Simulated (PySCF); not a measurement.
Zn(I)(OSiH3) (H3IOSiZn), SMILES [O]([Zn][I])[SiH3]. Atoms are numbered in the order given.

```xyz
7

Zn     0.2271    -0.5428     0.0000
I     -0.0934     1.8555     0.0000
O      0.5897    -2.2859     0.0000
Si    -0.3359    -3.6708     0.0000
H     -1.2283    -3.7570     1.2168
H      0.5801    -4.8639     0.0000
H     -1.2283    -3.7570    -1.2168
```
Charge 0, spin multiplicity 1.

Coordinates come from a PBE-D3(BJ)/def2-SVP optimisation. The structure was generated by enumeration; whether it is a known compound was not checked. The def2 effective core potentials stand for the cores of I; spin–orbit coupling is left out. The values are those of a single conformer.

These are PBE-D3(BJ)/def2-SVP in PySCF values and carry that method's errors.

Frequencies are harmonic and unscaled.

Problem. List the normal modes with their intensities. (The exact figures need the calculation; the answer reports its results.)

Solution. 
```
mode  ν (cm⁻¹)  IR (km/mol)  moving atoms (share of kinetic energy)
----  --------  -----------  --------------------------------------
1           36          0.1                         H 78 %, Zn 11 %
2           49          1.3        Zn 41 %, Si 32 %, I 12 %, H 10 %
3          103         12.4                         O 48 %, Zn 43 %
4          131          7.4                O 30 %, Zn 28 %, Si 28 %
5          232          8.7                 I 39 %, Zn 34 %, O 22 %
6          520         23.1        Zn 35 %, O 32 %, Si 22 %, H 10 %
7          696         50.6                          H 84 %, Si 9 %
8          710         48.2                 H 79 %, O 11 %, Si 10 %
9          907         70.3                                  H 96 %
10         917         67.3                                  H 96 %
11         972        766.1                 O 55 %, Si 28 %, H 16 %
12         977         42.8                          H 77 %, O 21 %
13        2123        175.5                                  H 96 %
14        2126        118.2                                  H 98 %
15        2167        152.1                                  H 97 %
```
